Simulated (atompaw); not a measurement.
## Before and after: PAW (atompaw) potential for bismuth

| Quantity | Value |
| --- | --- |
| Element | bismuth |
| Generator | atompaw 4.2.0.5 |
| Type | PAW |
| Functional | PBE |
| Relativity | scalar-relativistic |
| Frozen core | [Xe] 4f14 |
| Valence charge | 15 |
| Reference configuration | 5d10 6s1.75 6p3.25 |
| Partial waves | 6s (bound): rc 1.75 bohr; 6s channel at -0.6 Ry: rc 1.75 bohr; 6p (bound): rc 2.75 bohr; 6p channel at 0.4 Ry: rc 2.75 bohr; 5d (bound): rc 2.75 bohr; 5d channel at -0.95 Ry: rc 2.75 bohr; 5f channel at -0.1 Ry: rc 2.75 bohr |
| Local potential | ultrasoft scheme with l = 4 at 0 Ry, radius 1.85 bohr |
| Core correction | smooth core density matched at 1.95 bohr |
| Augmentation charge | sinc compensation charge, radius 2.40 bohr; PAW radius 2.75 bohr; waves and projectors: custom polynom2 7 10 vanderbiltortho |

All-electron outer shells of the reference configuration (PBE, scalar-relativistic, ld1.x):

```tsv
shell	level (eV)	outermost node (bohr)	outermost maximum (bohr)
4f	-153.04	–	0.34
5p	-96.30	0.48	0.86
5d	-27.50	0.51	1.03
6s	-14.74	0.98	1.86
6p	-4.74	1.14	2.44
```

Change: all radii scaled by about 1.21 (s 2.10, p 3.32, d 3.32, f 3.32 bohr); local potential ultrasoft scheme with l = 4 at 0 Ry, radius 2.22 bohr; augmentation sinc compensation charge, radius 2.88 bohr; PAW radius 3.32 bohr; waves and projectors: custom polynom2 7 10 vanderbiltortho; core correction smooth core density matched at 2.34 bohr.

Cutoffs: the cutoffs (Ry, on a coarse ladder) from which the occupation-weighted sum of valence levels, in a spherical-Bessel basis at the reference potential, stays within 10 and 1 mRy of its value at 400 Ry; they do not see the model core or the augmentation charge, which bear on the density cutoff.

**Question.** What does the change do?

**Answer.** The potential gets softer (30 Ry and 60 Ry → 12 Ry and 30 Ry); the bound ghost in s disappears. A larger radius leaves more room for a smooth pseudo-wave, so fewer plane waves are needed.

| quantity | base | changed |
| --- | --- | --- |
| cutoff, loose | 30 Ry | 12 Ry |
| cutoff, tight | 60 Ry | 30 Ry |
| loose cutoff by channel (10 mRy a level) | s 18 Ry, p 8 Ry, d 12 Ry | s 8 Ry, p 6 Ry, d 6 Ry |
| bound ghosts | s | none |
| lowest overlap eigenvalue by channel | s 0.25, p 0.89, d 0.98, f 1.00 | s 0.15, p 0.85, d 0.99, f 1.00 |

 A true bound ghost makes a file unfit for plane-wave use even where its test errors are small: the radial tests pick states by their node count and pass the ghost by. The cutoffs see the waves, projectors and local potential, not the compensation charge or the core.
